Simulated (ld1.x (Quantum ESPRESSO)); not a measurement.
**How hard is this Mg ultrasoft potential?**

```
Element                 : Mg
Generator               : ld1.x (Quantum ESPRESSO) 7.5
Type                    : ultrasoft
Functional              : PBE
Relativity              : scalar-relativistic
Frozen core             : [He]
Valence charge          : 10
Reference configuration : 2s2 2p6 3s1 3p0 (charge +1)
Partial waves           : 2s (bound): rcut 0.95, rcutus 1.25 bohr; 3s (bound): rcut 0.95, rcutus 1.25 bohr; 2p (bound): rcut 1.25, rcutus 1.45 bohr; 3p (bound, empty): rcut 1.25, rcutus 1.45 bohr; 3d channel at 0.25 Ry: rcut 1.30, rcutus 1.60 bohr; 3d channel at 0.55 Ry: rcut 1.30, rcutus 1.60 bohr
Local potential         : all-electron potential smoothed inside 1.10 bohr (lloc = -2)
Core correction         : a·sin(br)/r model core inside 0.95 bohr
Augmentation charge     : PSQ, radius 0.70 bohr
```

The pseudo-atom Hamiltonian at the reference potential is diagonalised in spherical Bessel functions j_l(qr) that vanish at 20 bohr, with q² up to the cutoff. All-electron valence levels (Ry): 2s -6.5351, 3s -0.8363, 2p -4.0921, 3p -0.5180.

Problem. How do the lowest levels (Ry) of each channel move with the cutoff, and are there ghosts?

Solution.

```csv
cutoff (Ry),s #1,s #2,s #3,p #1,p #2,d #1,d #2,f #1,Σ f·Δε (mRy)
8,-5.8901,-0.7069,-0.2105,-3.2606,-0.4024,-0.2063,-0.0683,-0.0565,6408.4
12,-6.2835,-0.7481,-0.2208,-3.7646,-0.4318,-0.2072,-0.0688,-0.0565,2556.7
15,-6.3845,-0.7619,-0.2241,-3.9420,-0.4444,-0.2076,-0.0690,-0.0565,1276.4
21,-6.4991,-0.7850,-0.2298,-4.0447,-0.4548,-0.2081,-0.0693,-0.0565,408.0
25,-6.5164,-0.7918,-0.2316,-4.0741,-0.4604,-0.2082,-0.0693,-0.0565,190.1
35,-6.5335,-0.8108,-0.2364,-4.0904,-0.4720,-0.2083,-0.0693,-0.0565,38.7
45,-6.5347,-0.8260,-0.2404,-4.0917,-0.4903,-0.2083,-0.0693,-0.0565,13.9
50,-6.5347,-0.8321,-0.2420,-4.0917,-0.5003,-0.2083,-0.0693,-0.0565,7.6
60,-6.5349,-0.8355,-0.2430,-4.0919,-0.5144,-0.2083,-0.0693,-0.0565,2.6
70,-6.5351,-0.8361,-0.2431,-4.0920,-0.5171,-0.2083,-0.0693,-0.0565,0.8
90,-6.5351,-0.8361,-0.2432,-4.0921,-0.5175,-0.2083,-0.0693,-0.0565,0.5
400,-6.5351,-0.8363,-0.2432,-4.0921,-0.5180,-0.2083,-0.0693,-0.0565,0.0
```

Result: no extra level below or beside the all-electron valence levels (s, p, d, f tested); 10 mRy is reached at 50 Ry and 1 mRy at 70 Ry.

4 of 7 tests not solved or not reliable.
